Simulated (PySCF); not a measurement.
Mean polarisability (bohr³) of eight silicon and germanium compounds: PBE beside r2SCAN, computed with PySCF for isolated molecules in the bases named; differences from unrounded values. The eight are the first of their class met in an unordered collection, after screening for sound electronic states; none was chosen by its value. Each molecule has one DFT geometry for both levels.

```json
[
 {"molecule": "C3H7FOSi, SMILES C[C@@H](F)[SiH2]C=O", "basis": "def2-TZVP", "r2SCAN": "68.1", "PBE": "70.3", "difference": "2.2"},
 {"molecule": "CH8O2Si2, SMILES C[Si](O)(O)[SiH3]", "basis": "def2-TZVP", "r2SCAN": "74.4", "PBE": "77.1", "difference": "2.7"},
 {"molecule": "Si(H)(SeH)3 (H4Se3Si), SMILES [SeH][SiH]([SeH])[SeH]", "basis": "def2-TZVP", "r2SCAN": "108.1", "PBE": "111.4", "difference": "3.3"},
 {"molecule": "Si(Me)2(OH)(SH) (C2H8OSSi), SMILES C[Si](S)(O)C", "basis": "def2-TZVP", "r2SCAN": "72.0", "PBE": "74.2", "difference": "2.2"},
 {"molecule": "C4H8OSi, SMILES O1CC/C1=C\\[SiH3]", "basis": "def2-TZVP", "r2SCAN": "79.1", "PBE": "81.0", "difference": "1.9"},
 {"molecule": "C3H8O2Si, SMILES C[C@H]1OC[Si@@H]1O", "basis": "def2-TZVP", "r2SCAN": "67.6", "PBE": "69.6", "difference": "2.0"},
 {"molecule": "Si(Cl)(F)(SeH)2 (ClFH2Se2Si), SMILES F[Si](Cl)([SeH])[SeH]", "basis": "def2-TZVP", "r2SCAN": "86.3", "PBE": "89.1", "difference": "2.8"},
 {"molecule": "C2H5F3Si, SMILES F[Si](F)(CC)F", "basis": "def2-TZVP", "r2SCAN": "45.7", "PBE": "47.2", "difference": "1.5"}
]
```

PBE lies below r2SCAN in 0 and above it in 8 of the eight; the mean signed difference is 2.3 and the largest 3.3 bohr³.
